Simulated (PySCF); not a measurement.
A PySCF script (with the pyscf-properties extension) for the NMR shieldings of `C[C@@H]1CC[C@@H]([SiH3])P1`, C₅H₁₃PSi, on a GFN2-xTB geometry:

```python
import basis_set_exchange as bse
import numpy as np
from pyscf import gto, dft
from pyscf.prop import nmr

atoms = """
C    -2.582430    0.767212   -0.613008
C    -1.155142    0.239654   -0.608639
C    -0.958336   -1.017296    0.236042
C     0.546738   -1.237570    0.320666
C     1.208301    0.103300    0.666843
Si    2.930816    0.322494   -0.121369
P     0.070099    1.478385    0.072814
H    -2.911245    0.987422    0.401622
H    -3.258974    0.029376   -1.042168
H    -2.649835    1.681286   -1.199815
H    -0.847939    0.028067   -1.642007
H    -1.367589   -0.852099    1.236602
H    -1.466865   -1.877291   -0.204929
H     0.802967   -1.994792    1.063597
H     0.905246   -1.591682   -0.649606
H     1.286711    0.214230    1.752178
H     3.782242   -0.801613    0.278927
H     3.510727    1.584262    0.335123
H     2.774176    0.326141   -1.577066
H    -0.624816    1.621193    1.291158
"""
names = dict.fromkeys(["C", "Si", "P", "H"], "pcSseg-1")
basis = {el: gto.basis.parse(bse.get_basis(n, elements=[el], fmt="nwchem")) for el, n in names.items()}
mol = gto.M(atom=atoms, basis=basis, charge=0, verbose=0)
mf = dft.RKS(mol, xc="PBE0")
mf.grids.level = 2
mf.grids.alignment = dft.numint.BLKSIZE   # the property module wants whole blocks of grid points
mf.conv_tol = 1e-9
mf.kernel()

calc = nmr.RKS(mf)   # GIAO
C = mf.mo_coeff
Co = C[:, mf.mo_occ > 0]
resp = mf.gen_response(singlet=True, hermi=2)
def vind(x):   # induced exchange potential for any number of trial vectors
    d = np.einsum("pi,xij,qj->xpq", C, 2 * x.reshape(-1, C.shape[1], Co.shape[1]), Co, optimize=True)
    return np.einsum("xpq,pi,qj->xij", resp(d - d.transpose(0, 2, 1)), C, Co, optimize=True).ravel()
mo1, _ = nmr.rhf.solve_mo1(calc, with_cphf=vind)
sigma = calc.kernel(mo1)
for i, s in enumerate(sigma):   # ppm
    w = np.linalg.eigvalsh((s + s.T) / 2)
    print("%2d %-2s iso %8.1f  s11 %8.1f  s22 %8.1f  s33 %8.1f" % (i, mol.atom_pure_symbol(i), w.mean(), *w))
```

Question: Give the expected output.

Answer: 
```
 0 C  iso    167.4  s11    149.5  s22    164.2  s33    188.4
 1 C  iso    146.2  s11    120.6  s22    151.9  s33    166.1
 2 C  iso    139.2  s11    112.6  s22    143.6  s33    161.5
 3 C  iso    150.0  s11    118.2  s22    161.3  s33    170.5
 4 C  iso    173.7  s11    134.7  s22    183.2  s33    203.1
 5 Si iso    413.0  s11    381.8  s22    393.2  s33    464.0
 6 P  iso    374.2  s11    290.5  s22    376.8  s33    455.3
 7 H  iso     30.9  s11     26.7  s22     29.2  s33     36.8
 8 H  iso     30.0  s11     25.0  s22     27.2  s33     37.9
 9 H  iso     30.1  s11     24.6  s22     28.0  s33     37.6
10 H  iso     29.9  s11     25.9  s22     28.5  s33     35.2
11 H  iso     30.4  s11     26.2  s22     29.2  s33     35.9
12 H  iso     29.5  s11     24.5  s22     27.4  s33     36.5
13 H  iso     29.3  s11     23.7  s22     27.6  s33     36.5
14 H  iso     30.4  s11     24.6  s22     30.1  s33     36.5
15 H  iso     30.1  s11     25.6  s22     27.3  s33     37.3
16 H  iso     27.7  s11     23.7  s22     25.6  s33     33.9
17 H  iso     27.7  s11     23.8  s22     25.5  s33     33.7
18 H  iso     28.2  s11     24.5  s22     27.3  s33     32.8
19 H  iso     28.7  s11     24.1  s22     27.6  s33     34.2
```

These numbers come from an equivalent density-fitted implementation of the same equations, which agrees with the script to about 0.01 ppm for H and up to a few tenths of a ppm for heavy atoms, so last digits may differ.

Size and cost of the density-fitted run: 198 basis functions, roughly 110 core-seconds.
